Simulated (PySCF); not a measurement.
Species: C3H6ClN3Si.
SMILES: `N[SiH2]n1cncc1Cl`

Four sets of settings were typed for PySCF runs (density fitting) on one GFN2-xTB geometry. Runs with no stated cap are allowed at least 80 cycles.

Task: One run ended without self-consistency. Which?
A. PBE0/pcSseg-1, IEF-PCM water
B. wB97X-D/def2-SVPD, energy threshold 1e-07 Eh
C. mPW1PW91/def2-SVPD, at most 5 cycles
D. PBE0/def2-SVPD, energy threshold 0.01 Eh, start guess random, at most 88 cycles

Result: C. The cap of 5 cycles ended the SCF with an orbital gradient of 9.1e-03, before the energy threshold of 1e-09 Eh and the gradient threshold (its square root) were both met. Raise the cap. Its energy and orbitals aren't self-consistent and shouldn't be used.

The end of its output:
```
final grid: 122504 points
cycle   1  E = -1031.3899411319  dE =  1.449e+00  |g| = 5.421e-01  |ddm| = 6.504e+00
cycle   2  E = -1031.2804177404  dE =  1.095e-01  |g| = 8.744e-01  |ddm| = 3.041e+00
cycle   3  E = -1031.4569355581  dE = -1.765e-01  |g| = 1.338e-01  |ddm| = 2.019e+00
cycle   4  E = -1031.4602051041  dE = -3.270e-03  |g| = 6.049e-02  |ddm| = 2.597e-01
cycle   5  E = -1031.4610129195  dE = -8.078e-04  |g| = 9.105e-03  |ddm| = 1.106e-01
SCF not converged, last energy = -1031.4610129195
```

The others met their thresholds:

| settings | basis functions | SCF cycles | E (Eh) | HOMO (eV) | LUMO (eV) | dipole (D) |
| --- | --- | --- | --- | --- | --- | --- |
| PBE0/def2-SVPD, energy threshold 0.01 Eh, start guess random, at most 88 cycles | 219 | 13 | -1030.9052 | -6.70 | -0.22 | 3.84 |
| wB97X-D/def2-SVPD, energy threshold 1e-07 Eh | 219 | 9 | -1031.3923 | -8.50 | 1.51 | 3.92 |
| PBE0/pcSseg-1, IEF-PCM water | 180 | 13 | -1031.2679 | -6.80 | 0.13 | 5.17 |

The row «PBE0/def2-SVPD, energy threshold 0.01 Eh, start guess random, at most 88 cycles» carries the error of a grid, fitting basis or threshold typed as a poor one on purpose, so its figures aren't the species' properties at that level. wB97X-D ran without the empirical dispersion term, which would shift the total energy alone. Cycle counts include a coarse-grid stage where the run had one.

The values belong to the conformer `[NH2:1][SiH2:2][n:3]1[cH:4][n:5][cH:6][c:7]1[Cl:8]`: N1–Si2–N3–C4 114°, H–N1–Si2–N3 44°, H–N1–Si2–N3 -175°.
